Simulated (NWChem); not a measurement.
## Basis-set convergence for H$_{2}$AlI

```xyz
4

Al     0.0000     0.0000     1.9186
H     -1.3942     0.0000     2.6555
H      1.3942     0.0000     2.6555
I      0.0000     0.0000    -0.5708
```
Charge 0, spin multiplicity 1.

Everything below was run with NWChem. All single points use one geometry, from B3LYP/def2-SVP with def2 effective core potentials on I, a minimum by its harmonic frequencies.

Quantity: LUMO energy at the level PBE0.

Effective core potentials replace the inner electrons of I; spin-orbit coupling is left out. The structure started from a generated list of species.

```csv
basis,functions,LUMO energy (eV)
def2-SVP,54,-1.93
def2-SVPD,75,-1.94
def2-TZVP,99,-1.90
def2-TZVPP,120,-1.90
def2-TZVPD,120,-1.91
def2-QZVP,212,-1.91
```

Smallest basis within 0.2 eV of def2-QZVP, the largest set run: def2-SVP, with 54 functions against 212 (also within reach: def2-SVPD, def2-TZVP, def2-TZVPP, def2-TZVPD). def2-QZVP isn't the basis-set limit itself, and a small set can land close by cancellation.
